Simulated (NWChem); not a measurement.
CH$_{5}$BFNO; SMILES NB(OC)F

```xyz
10

B      0.0762    -0.5373    -0.0002
F      0.8406    -1.6491     0.0006
O      0.7486     0.6585    -0.0016
C      0.0447     1.8790    -0.0021
H     -0.5946     1.9956     0.9040
H      0.7760     2.7116    -0.0106
H     -0.6067     1.9881    -0.9006
N     -1.3328    -0.6705     0.0003
H     -1.7783    -1.5861     0.0008
H     -1.9847     0.1103     0.0001
```
Atoms are numbered in this order, from 1.

Level: PBE-D3(BJ)/def2-SVP (NWChem), optimised geometry, unscaled harmonic frequencies. 

| frequency (cm⁻¹) | IR intensity (km/mol) |
|---|---|
| 119 | 0.0 |
| 139 | 0.6 |
| 228 | 0.2 |
| 328 | 169.4 |
| 395 | 0.6 |
| 469 | 9.4 |
| 506 | 4.8 |
| 627 | 29.2 |
| 802 | 18.0 |
| 853 | 1.4 |
| 1110 | 25.3 |
| 1137 | 0.1 |
| 1172 | 4.7 |
| 1362 | 195.9 |
| 1375 | 330.0 |
| 1423 | 5.1 |
| 1427 | 11.3 |
| 1464 | 134.6 |
| 1550 | 275.6 |
| 2915 | 55.5 |
| 2982 | 46.6 |
| 3052 | 23.4 |
| 3550 | 34.9 |
| 3654 | 32.7 |

```json
{
 "zero_point_energy": "46.6 kcal/mol",
 "thermal correction to the enthalpy at 298.15 K (with zero-point energy)": "51.2 kcal/mol",
 "heat capacity Cv": "20.8 cal/(mol K)",
 "entropy at 298.15 K and 1 atm (symmetry number 1)": "77.0 cal/(mol K)",
 "dipole_moment": "3.42 D"
}
```

Rigid rotor and harmonic oscillator.
